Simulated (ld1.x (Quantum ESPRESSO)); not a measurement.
**Building the TM potential for Ho (PBE, fully relativistic).**

The input file (ld1.x (Quantum ESPRESSO) 7.5):

```
&input
   title='Ho', zed=67., rel=2, dft='PBE', iswitch=3,
   config='[Xe] 4f11 5d0 6s2 6p0', rel_dist='average',
   nld=7, rlderiv=3.70, eminld=-6.0, emaxld=5.0, deld=0.02
 /
 &inputp
   pseudotype=2, tm=.true., lloc=0,
   nlcc=.true., new_core_ps=.true., rcore=0.60,
   file_pseudopw='Ho.UPF', file_wfcaegen='ae.wfc', file_wfcncgen='nc.wfc', file_beta='beta', file_chi='chi'
 /
4
5P  2  1   6.00   0.00  2.35  2.35  0.0
5D  3  2   0.00   0.00  3.40  3.40  0.0
4F  4  3  11.00   0.00  1.15  1.15  0.0
5S  1  0   2.00   0.00  1.75  1.75  0.0
 &test
   configts(1)='4f11 5s2 5p6 5d0 6s2 6p0'
 /
```

Command:

```bash
ld1.x < Ho.in > Ho.out
```

Resulting log (shortened: banner, matrices, multipoles, cross overlaps and the repeated all-electron block are left out):

```
Program LD1 v.7.5
     --------------------------- All-electron run ----------------------------

     Ho
     dirac relativistic calculation

     atomic number is 67.00
     dft =PBE   lsd =0 sic =0 latt =0  beta=0.20 tr2=1.0E-14
     Exchange-correlation= PBE
                           (   1   4   3   4   0   0   0)
     mesh =1265 r(mesh) =  99.01857 a.u. xmin = -7.00 dx = 0.01250
     1 Ry =  13.60569312 eV, c = 137.03599908

     n l j   nl                  e(Ry)          e(Ha)          e(eV)
     Spin orbit split results
     1 0 0.5 1S 1( 2.00)     -4074.5406     -2037.2703    -55436.9490
     2 0 0.5 2S 1( 2.00)      -681.1424      -340.5712     -9267.4146
     2 1 0.5 2P 1( 2.00)      -648.2351      -324.1175     -8819.6876
     2 1 1.5 2P 1( 4.00)      -585.2478      -292.6239     -7962.7016
     3 0 0.5 3S 1( 2.00)      -152.1253       -76.0626     -2069.7695
     3 1 0.5 3P 1( 2.00)      -137.7418       -68.8709     -1874.0720
     3 1 1.5 3P 1( 4.00)      -124.5852       -62.2926     -1695.0686
     4 0 0.5 4S 1( 2.00)       -30.0480       -15.0240      -408.8244
     4 1 0.5 4P 1( 2.00)       -24.3387       -12.1694      -331.1451
     4 1 1.5 4P 1( 4.00)       -21.3884       -10.6942      -291.0035
     3 2 1.5 3D 1( 4.00)       -99.9524       -49.9762     -1359.9218
     3 2 2.5 3D 1( 6.00)       -97.0782       -48.5391     -1320.8162
     5 0 0.5 5S 1( 2.00)        -3.6960        -1.8480       -50.2860
     5 1 0.5 5P 1( 2.00)        -2.1626        -1.0813       -29.4235
     5 1 1.5 5P 1( 4.00)        -1.7949        -0.8975       -24.4209
     4 2 1.5 4D 1( 4.00)       -11.9968        -5.9984      -163.2254
     4 2 2.5 4D 1( 6.00)       -11.4616        -5.7308      -155.9429
     4 3 2.5 4F 1( 4.71)        -0.2712        -0.1356        -3.6896
     4 3 3.5 4F 1( 6.29)        -0.1994        -0.0997        -2.7133
     5 2 1.5 5D 1( 0.00)        -0.0854        -0.0427        -1.1617
     5 2 2.5 5D 1( 0.00)        -0.0717        -0.0358        -0.9751
     6 0 0.5 6S 1( 2.00)        -0.2786        -0.1393        -3.7902
     6 1 0.5 6P 1( 0.00)        -0.0961        -0.0481        -1.3075
     6 1 1.5 6P 1( 0.00)        -0.0798        -0.0399        -1.0851
     Averaged results
     1 0     1S 1( 2.00)     -4074.5406     -2037.2703    -55436.9490
     2 0     2S 1( 2.00)      -681.1424      -340.5712     -9267.4146
     2 1     2P 1( 6.00)      -606.2435      -303.1218     -8248.3636
     3 0     3S 1( 2.00)      -152.1253       -76.0626     -2069.7695
     3 1     3P 1( 6.00)      -128.9707       -64.4854     -1754.7364
     4 0     4S 1( 2.00)       -30.0480       -15.0240      -408.8244
     4 1     4P 1( 6.00)       -22.3718       -11.1859      -304.3840
     3 2     3D 1(10.00)       -98.2279       -49.1139     -1336.4584
     5 0     5S 1( 2.00)        -3.6960        -1.8480       -50.2860
     5 1     5P 1( 6.00)        -1.9175        -0.9587       -26.0885
     4 2     4D 1(10.00)       -11.6757        -5.8378      -158.8559
     4 3     4F 1(11.00)        -0.2302        -0.1151        -3.1317
     5 2     5D 1( 0.00)        -0.0772        -0.0386        -1.0497
     6 0     6S 1( 2.00)        -0.2786        -0.1393        -3.7902
     6 1     6P 1( 0.00)        -0.0852        -0.0426        -1.1593

     final scf error:  9.1E-15 reached in  28 iterations

     Etot =  -25256.927817 Ry,  -12628.463909 Ha, -343638.009113 eV

     Ekin =   27795.616766 Ry,   13897.808383 Ha,  378178.631886 eV
     Encl =  -62390.749621 Ry,  -31195.374810 Ha, -848869.393053 eV
     Eh   =    9881.807798 Ry,    4940.903899 Ha,  134448.844400 eV
     Exc  =    -543.602761 Ry,    -271.801380 Ha,   -7396.092347 eV

     normalization and overlap integrals

     s(1S/1S) =  1.000000  <r> =   0.0207  <r2> =    0.0006  r(max) =   0.0132
     s(2S/2S) =  1.000000  <r> =   0.0875  <r2> =    0.0091  r(max) =   0.0749
     s(2P/2P) =  1.000000  <r> =   0.0729  <r2> =    0.0066  r(max) =   0.0569
     s(2P/2P) =  1.000000  <r> =   0.0801  <r2> =    0.0078  r(max) =   0.0621
     s(3S/3S) =  1.000000  <r> =   0.2294  <r2> =    0.0603  r(max) =   0.2113
     s(3P/3P) =  1.000000  <r> =   0.2191  <r2> =    0.0559  r(max) =   0.1985
     s(3P/3P) =  1.000000  <r> =   0.2326  <r2> =    0.0628  r(max) =   0.2113
     s(4S/4S) =  1.000000  <r> =   0.5187  <r2> =    0.3040  r(max) =   0.4821
     s(4P/4P) =  1.000000  <r> =   0.5285  <r2> =    0.3182  r(max) =   0.4881
     s(4P/4P) =  1.000000  <r> =   0.5595  <r2> =    0.3564  r(max) =   0.5131
     s(3D/3D) =  1.000000  <r> =   0.2054  <r2> =    0.0496  r(max) =   0.1687
     s(3D/3D) =  1.000000  <r> =   0.2096  <r2> =    0.0515  r(max) =   0.1708
     s(5S/5S) =  1.000000  <r> =   1.2777  <r2> =    1.8405  r(max) =   1.1420
     s(5P/5P) =  1.000000  <r> =   1.4457  <r2> =    2.3838  r(max) =   1.2465
     s(5P/5P) =  1.000000  <r> =   1.5569  <r2> =    2.7698  r(max) =   1.3268
     s(4D/4D) =  1.000000  <r> =   0.5901  <r2> =    0.4046  r(max) =   0.5196
     s(4D/4D) =  1.000000  <r> =   0.6011  <r2> =    0.4198  r(max) =   0.5261
     s(4F/4F) =  1.000000  <r> =   0.8440  <r2> =    0.9948  r(max) =   0.5196
     s(4F/4F) =  1.000000  <r> =   0.8677  <r2> =    1.0705  r(max) =   0.5261
     s(5D/5D) =  1.000000  <r> =   3.4650  <r2> =   15.6913  r(max) =   2.0551
     s(5D/5D) =  1.000000  <r> =   3.6862  <r2> =   17.8217  r(max) =   2.1604
     s(6S/6S) =  1.000000  <r> =   4.0662  <r2> =   18.8775  r(max) =   3.4308
     s(6P/6P) =  1.000000  <r> =   5.6245  <r2> =   36.6832  r(max) =   4.5168
     s(6P/6P) =  1.000000  <r> =   6.0508  <r2> =   42.4360  r(max) =   4.8686

     ------------------------ End of All-electron run ------------------------

     --------------------- Generating NC pseudopotential ---------------------

      Generating local pot.: lloc=0, matching radius rcloc =   1.7500

      Computing core charge for nlcc:

       r > 0.60 : true rho core
      Core charge pseudized with two Bessel functions
      Integrated core pseudo-charge :  27.18

     Fully relativistic calculation: |psi|^2

     Wfc 5P LC norm =  0.99977438 SC norm =  0.00022561 missing  0.00000001

     Wfc 5P LC norm =  0.99980464 SC norm =  0.00019532 missing  0.00000004

     Wfc 5D LC norm =  0.99995396 SC norm =  0.00004597 missing  0.00000006

     Wfc 5D LC norm =  0.99995911 SC norm =  0.00003842 missing  0.00000247

     Wfc 4F LC norm =  0.99939647 SC norm =  0.00060353 missing  0.00000000

     Wfc 4F LC norm =  0.99941325 SC norm =  0.00058670 missing  0.00000005

      Wfc   5P  rcut= 2.329  Using Troullier-Martins method

      Wfc   5P  rcut= 2.329  Using Troullier-Martins method

      Wfc   5D  rcut= 3.388  Using Troullier-Martins method

      Wfc   5D  rcut= 3.388  Using Troullier-Martins method

      Wfc   4F  rcut= 1.156  Using Troullier-Martins method

      Wfc   4F  rcut= 1.156  Using Troullier-Martins method

     ------------------- End of pseudopotential generation -------------------

     Computing logarithmic derivative in   3.72131

       Warning: n=4, l=3 expected 0 nodes, found 1
       Setting wfc to zero for this iteration
       (This warning will only be printed once per wavefunction)

     Computing logarithmic derivative in   3.72131
     Computing the partial wave expansion
       no projector for channel:   0
     R is outside the sphere for l=    1 j= 0.50
     R is outside the sphere for l=    1 j= 1.50
     R is outside the sphere for l=    2 j= 1.50
     R is outside the sphere for l=    2 j= 2.50
     R is outside the sphere for l=    3 j= 2.50
     R is outside the sphere for l=    3 j= 3.50

     ---------------------- Testing the pseudopotential ----------------------

     Ho
     dirac relativistic calculation

     atomic number is 67.00   valence charge is 21.00
     dft =PBE   lsd =0 sic =0 latt =0  beta=0.20 tr2=1.0E-14
     mesh =1265 r(mesh) =  99.01857 xmin = -7.00 dx = 0.01250

     n l  j  nl             e AE (Ry)       e PS (Ry)    De AE-PS (Ry)
     4 3 2.5 4F   1( 4.71)       -0.27118       -0.27111       -0.00008
     4 3 3.5 4F   1( 6.29)       -0.19942       -0.19944        0.00002
     1 0 0.5 5S   1( 2.00)       -3.69595       -3.69596        0.00000
     2 1 0.5 5P   1( 2.00)       -2.16259       -2.16259       -0.00000
     2 1 1.5 5P   1( 4.00)       -1.79491       -1.79491        0.00000
     3 2 1.5 5D   1( 0.00)       -0.08538       -0.08538       -0.00000
     3 2 2.5 5D   1( 0.00)       -0.07167       -0.07167        0.00000
     2 0 0.5 6S   1( 2.00)       -0.27857       -0.30259        0.02401  !
     3 1 0.5 6P   1( 0.00)       -0.09610       -0.11027        0.01417  !
     3 1 1.5 6P   1( 0.00)       -0.07976       -0.08119        0.00143

     eps = 3.4E-15  iter = 31

     Etot =  -25256.927817 Ry,  -12628.463909 Ha, -343638.009113 eV
     Etotps =  -436.886784 Ry,    -218.443392 Ha,   -5944.147518 eV

     Ekin =     388.297224 Ry,     194.148612 Ha,    5283.052873 eV
     Encl =    -673.946038 Ry,    -336.973019 Ha,   -9169.502981 eV
     Ehrt =     322.708165 Ry,     161.354082 Ha,    4390.668257 eV
     Ecxc =    -147.612333 Ry,     -73.806166 Ha,   -2008.368102 eV
     (Ecc =     -97.722986 Ry,     -48.861493 Ha,   -1329.588953 eV)
     Epseu=    -326.333802 Ry,    -163.166901 Ha,   -4439.997566 eV

     ---------------------- End of pseudopotential test ----------------------
```

A Bessel basis up to 400 Ry misses an occupied level by 0.37 Ry, so cutoffs and ghosts were not judged. The potential misses its own reference levels by up to 0.3 eV. ld1.x takes every shell without a wave as core, so the model core holds the 6s electrons as well and exchange and correlation see them twice. This cancels in the reference configuration, but the file is broken for other ones, and its errors say nothing about a proper core correction.

Generation and configuration tests took about 4.3 s on one core of a shared server CPU.

Transferability test of the new file with ld1.x, input:

```
&input
   title='Ho', zed=67., rel=2, dft='PBE', iswitch=2,
   config='[Xe] 4f11 5d0 6s2 6p0', rel_dist='average'
 /
 &test
   file_pseudo='Ho.UPF', nconf=8,
   configts(1)='4f11 5s2 5p6 5d0 6s2 6p0',
   configts(2)='4f11 5s2 5p6 5d0 6s1 6p0',
   configts(3)='4f11 5s2 5p6 5d0 6s0 6p0',
   configts(4)='4f10 5s2 5p6 5d0 6s0 6p0',
   configts(5)='4f11 5s2 5p6 5d0.5 6s1.5 6p0',
   configts(6)='4f11 5s2 5p6 5d0 6s0 6p1',
   configts(7)='4f11 5s2 5p6 5d1 6s1 6p0',
   configts(8)='4f9 5s2 5p6 5d0 6s0 6p0'
 /
```

```bash
ld1.x < Ho.test.in > Ho.test.out
```

Pseudopotential blocks of its output, shortened (energy terms left out; the distinct warnings before each block abridged to one line each):

```
     Warning: n=4, l=3 expected 0 nodes, found 1
     ---------------------- Testing the pseudopotential ----------------------

     n l  j  nl             e AE (Ry)       e PS (Ry)    De AE-PS (Ry)
     4 3 2.5 4F   1( 4.71)       -0.27118       -0.27111       -0.00008
     4 3 3.5 4F   1( 6.29)       -0.19942       -0.19944        0.00002
     1 0 0.5 5S   1( 2.00)       -3.69595       -3.69596        0.00000
     2 1 0.5 5P   1( 2.00)       -2.16259       -2.16259       -0.00000
     2 1 1.5 5P   1( 4.00)       -1.79491       -1.79491        0.00000
     3 2 1.5 5D   1( 0.00)       -0.08538       -0.08538       -0.00000
     3 2 2.5 5D   1( 0.00)       -0.07167       -0.07167        0.00000
     2 0 0.5 6S   1( 2.00)       -0.27857       -0.30259        0.02401  !
     3 1 0.5 6P   1( 0.00)       -0.09610       -0.11027        0.01417  !
     3 1 1.5 6P   1( 0.00)       -0.07976       -0.08119        0.00143

     eps = 2.7E-15  iter = 30

     Etot =  -25256.927817 Ry,  -12628.463909 Ha, -343638.009113 eV
     Etotps =  -436.886779 Ry,    -218.443389 Ha,   -5944.147442 eV

     ---------------------- End of pseudopotential test ----------------------

          BEWARE! Errors in PS-KS equations
     ---------------------- Testing the pseudopotential ----------------------

     n l  j  nl             e AE (Ry)       e PS (Ry)    De AE-PS (Ry)
     4 3 2.5 4F   1( 4.71)       -0.74875       -0.78044        0.03169  !
     4 3 3.5 4F   1( 6.29)       -0.67688       -0.70859        0.03170  !
     1 0 0.5 5S   1( 2.00)       -4.17866       -4.20821        0.02954  !
     2 1 0.5 5P   1( 2.00)       -2.64475       -2.67350        0.02875  !
     2 1 1.5 5P   1( 4.00)       -2.27622       -2.30448        0.02826  !
     3 2 1.5 5D   1( 0.00)       -0.50943       -0.53748        0.02805  !
     3 2 2.5 5D   1( 0.00)       -0.48958       -0.51781        0.02823  !
     2 0 0.5 6S   1( 1.00)       -0.65781       -0.72198        0.06416  !
     3 1 0.5 6P   1( 0.00)       -0.42179       -0.48380        0.06201  !
     3 1 1.5 6P   1( 0.00)       -0.39241       -0.42784        0.03544  !

     eps = 5.6E-15  iter = 16

     Etot =  -25256.463912 Ry,  -12628.231956 Ha, -343631.697359 eV
     Etotps =  -436.379680 Ry,    -218.189840 Ha,   -5937.248014 eV
     dEtot_ae =       0.463905 Ry
     dEtot_ps =       0.507099 Ry,   Delta E=      -0.043193 Ry

     ---------------------- End of pseudopotential test ----------------------

          ---------------------- Testing the pseudopotential ----------------------

     n l  j  nl             e AE (Ry)       e PS (Ry)    De AE-PS (Ry)
     4 3 2.5 4F   1( 4.71)       -1.30878       -1.37561        0.06683  !
     4 3 3.5 4F   1( 6.29)       -1.23674       -1.30345        0.06671  !
     1 0 0.5 5S   1( 2.00)       -4.74494       -4.80473        0.05979  !
     2 1 0.5 5P   1( 2.00)       -3.20837       -3.26648        0.05811  !
     2 1 1.5 5P   1( 4.00)       -2.83734       -2.89450        0.05716  !
     3 2 1.5 5D   1( 0.00)       -1.00848       -1.06564        0.05716  !
     3 2 2.5 5D   1( 0.00)       -0.98341       -1.04112        0.05771  !
     2 0 0.5 6S   1( 0.00)       -1.08006       -1.19368        0.11362  !
     3 1 0.5 6P   1( 0.00)       -0.78390       -0.92050        0.13660  !
     3 1 1.5 6P   1( 0.00)       -0.73770       -0.83316        0.09545  !

     eps = 3.3E-15  iter = 12

     Etot =  -25255.595759 Ry,  -12627.797879 Ha, -343619.885532 eV
     Etotps =  -435.425534 Ry,    -217.712767 Ha,   -5924.266188 eV
     dEtot_ae =       1.332059 Ry
     dEtot_ps =       1.461245 Ry,   Delta E=      -0.129187 Ry

     ---------------------- End of pseudopotential test ----------------------

          Warning: n=2, l=1 expected 0 nodes, found 1
     ---------------------- Testing the pseudopotential ----------------------

     n l  j  nl             e AE (Ry)       e PS (Ry)    De AE-PS (Ry)
     4 3 2.5 4F   1( 4.29)       -2.61857       -2.67748        0.05891  !
     4 3 3.5 4F   1( 5.71)       -2.54147       -2.60018        0.05871  !
     1 0 0.5 5S   1( 2.00)       -5.88035       -5.93917        0.05882  !
     2 1 0.5 5P   1( 2.00)       -4.29053       -4.34979        0.05926  !
     2 1 1.5 5P   1( 4.00)       -3.88571       -3.94102        0.05531  !
     3 2 1.5 5D   1( 0.00)       -1.85268       -1.89083        0.03815  !
     3 2 2.5 5D   1( 0.00)       -1.81567       -1.85553        0.03986  !
     2 0 0.5 6S   1( 0.00)       -1.71825       -1.88112        0.16288  !
     3 1 0.5 6P   1( 0.00)       -1.34216       -1.61182        0.26966  !
     3 1 1.5 6P   1( 0.00)       -1.27259       -1.38901        0.11642  !

     eps = 4.0E-15  iter = 13

     Etot =  -25253.693867 Ry,  -12626.846933 Ha, -343594.008975 eV
     Etotps =  -433.459437 Ry,    -216.729718 Ha,   -5897.516080 eV
     dEtot_ae =       3.233951 Ry
     dEtot_ps =       3.427342 Ry,   Delta E=      -0.193391 Ry

     ---------------------- End of pseudopotential test ----------------------

          ---------------------- Testing the pseudopotential ----------------------

     n l  j  nl             e AE (Ry)       e PS (Ry)    De AE-PS (Ry)
     4 3 2.5 4F   1( 4.71)       -0.24480       -0.25590        0.01110  !
     4 3 3.5 4F   1( 6.29)       -0.17307       -0.18416        0.01109  !
     1 0 0.5 5S   1( 2.00)       -3.66642       -3.67517        0.00875  !
     2 1 0.5 5P   1( 2.00)       -2.13470       -2.14259        0.00789  !
     2 1 1.5 5P   1( 4.00)       -1.76824       -1.77562        0.00738  !
     3 2 1.5 5D   1( 0.20)       -0.07406       -0.07858        0.00452
     3 2 2.5 5D   1( 0.30)       -0.06153       -0.06578        0.00424
     2 0 0.5 6S   1( 1.50)       -0.27152       -0.29931        0.02779  !
     3 1 0.5 6P   1( 0.00)       -0.09470       -0.11052        0.01581  !
     3 1 1.5 6P   1( 0.00)       -0.07957       -0.08287        0.00330

     eps = 8.9E-15  iter = 28

     Etot =  -25256.826132 Ry,  -12628.413066 Ha, -343636.625615 eV
     Etotps =  -436.773270 Ry,    -218.386635 Ha,   -5942.603079 eV
     dEtot_ae =       0.101685 Ry
     dEtot_ps =       0.113509 Ry,   Delta E=      -0.011823 Ry

     ---------------------- End of pseudopotential test ----------------------

          ---------------------- Testing the pseudopotential ----------------------

     n l  j  nl             e AE (Ry)       e PS (Ry)    De AE-PS (Ry)
     4 3 2.5 4F   1( 4.71)       -0.84926       -0.88082        0.03156  !
     4 3 3.5 4F   1( 6.29)       -0.77733       -0.80884        0.03151  !
     1 0 0.5 5S   1( 2.00)       -4.28269       -4.31031        0.02762  !
     2 1 0.5 5P   1( 2.00)       -2.74752       -2.77414        0.02662  !
     2 1 1.5 5P   1( 4.00)       -2.37776       -2.40389        0.02612  !
     3 2 1.5 5D   1( 0.00)       -0.58673       -0.61152        0.02479  !
     3 2 2.5 5D   1( 0.00)       -0.56534       -0.59011        0.02478  !
     2 0 0.5 6S   1( 0.00)       -0.71579       -0.77773        0.06194  !
     3 1 0.5 6P   1( 0.33)       -0.47571       -0.53223        0.05652  !
     3 1 1.5 6P   1( 0.67)       -0.44560       -0.47025        0.02465  !

     eps = 9.0E-15  iter = 14

     Etot =  -25256.205800 Ry,  -12628.102900 Ha, -343628.185568 eV
     Etotps =  -436.098454 Ry,    -218.049227 Ha,   -5933.421731 eV
     dEtot_ae =       0.722017 Ry
     dEtot_ps =       0.788325 Ry,   Delta E=      -0.066308 Ry

     ---------------------- End of pseudopotential test ----------------------

          ---------------------- Testing the pseudopotential ----------------------

     n l  j  nl             e AE (Ry)       e PS (Ry)    De AE-PS (Ry)
     4 3 2.5 4F   1( 4.71)       -0.22876       -0.24722        0.01846  !
     4 3 3.5 4F   1( 6.29)       -0.15706       -0.17540        0.01834  !
     1 0 0.5 5S   1( 2.00)       -3.64769       -3.66145        0.01377  !
     2 1 0.5 5P   1( 2.00)       -2.11733       -2.12953        0.01220  !
     2 1 1.5 5P   1( 4.00)       -1.75188       -1.76315        0.01127  !
     3 2 1.5 5D   1( 0.40)       -0.06941       -0.07620        0.00679  !
     3 2 2.5 5D   1( 0.60)       -0.05777       -0.06408        0.00632  !
     2 0 0.5 6S   1( 1.00)       -0.26924       -0.29942        0.03018  !
     3 1 0.5 6P   1( 0.00)       -0.09649       -0.11309        0.01660  !
     3 1 1.5 6P   1( 0.00)       -0.08220       -0.08636        0.00415

     eps = 1.2E-15  iter = 28

     Etot =  -25256.723139 Ry,  -12628.361570 Ha, -343635.224322 eV
     Etotps =  -436.658517 Ry,    -218.329258 Ha,   -5941.041778 eV
     dEtot_ae =       0.204678 Ry
     dEtot_ps =       0.228262 Ry,   Delta E=      -0.023584 Ry

     ---------------------- End of pseudopotential test ----------------------

          BEWARE! Errors in PS-KS equations
     Warning: n=3, l=1 expected 1 nodes, found 2
     ---------------------- Testing the pseudopotential ----------------------

     n l  j  nl             e AE (Ry)       e PS (Ry)    De AE-PS (Ry)
     4 3 2.5 4F   1( 3.86)       -4.13032       -4.16007        0.02975  !
     4 3 3.5 4F   1( 5.14)       -4.04807       -4.07768        0.02961  !
     1 0 0.5 5S   1( 2.00)       -7.13726       -7.19183        0.05457  !
     2 1 0.5 5P   1( 2.00)       -5.48694       -5.55176        0.06482  !
     2 1 1.5 5P   1( 4.00)       -5.04311       -5.09086        0.04775  !
     3 2 1.5 5D   1( 0.00)       -2.81895       -2.81756       -0.00138
     3 2 2.5 5D   1( 0.00)       -2.77003       -2.77236        0.00233
     2 0 0.5 6S   1( 0.00)       -2.43726       -2.67400        0.23674  !
     3 1 0.5 6P   1( 0.00)       -1.98913       -2.54716        0.55802  !
     3 1 1.5 6P   1( 0.00)       -1.89588       -2.02716        0.13128  !

     eps = 8.6E-15  iter = 10

     Etot =  -25250.379941 Ry,  -12625.189971 Ha, -343548.920717 eV
     Etotps =  -430.099093 Ry,    -215.049546 Ha,   -5851.796266 eV
     dEtot_ae =       6.547876 Ry
     dEtot_ps =       6.787686 Ry,   Delta E=      -0.239810 Ry

     ---------------------- End of pseudopotential test ----------------------
```
